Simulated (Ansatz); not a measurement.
One change: `[AsH2][InH2]` becomes `[NH2][InH2]`.

Ansatz, PBE0-D4/def2-TZVP geometries, multiplicity 1. 

Elements past krypton have def2 core potentials. Scalar relativity is left out up to krypton.

```tsv
property	`[AsH2][InH2]`
HOMO–LUMO gap (PBE0/def2-TZVPP) / eV	5.10
HOMO energy (B3LYP/def2-TZVPP) / eV	-6.74
HOMO–LUMO gap (B3LYP/def2-TZVPP) / eV	4.63
HOMO energy (PBE0/def2-TZVPP) / eV	-6.94
HOMO–LUMO gap (ωB97M-V/def2-TZVPP) / eV	8.57
HOMO–LUMO gap (PBE/def2-TZVPP) / eV	3.43
```

Q: What does the change do to each property? (Estimate.)

A: Computed: 
```tsv
property	`[NH2][InH2]`	shift
HOMO–LUMO gap (PBE0/def2-TZVPP) / eV	5.86	0.76
HOMO energy (B3LYP/def2-TZVPP) / eV	-6.73	0.01
HOMO–LUMO gap (B3LYP/def2-TZVPP) / eV	5.37	0.74
HOMO energy (PBE0/def2-TZVPP) / eV	-6.94	0.00
HOMO–LUMO gap (ωB97M-V/def2-TZVPP) / eV	9.63	1.06
HOMO–LUMO gap (PBE/def2-TZVPP) / eV	3.90	0.47
```

B3LYP here is the variant with VWN-RPA as its local correlation; programs differ in this.
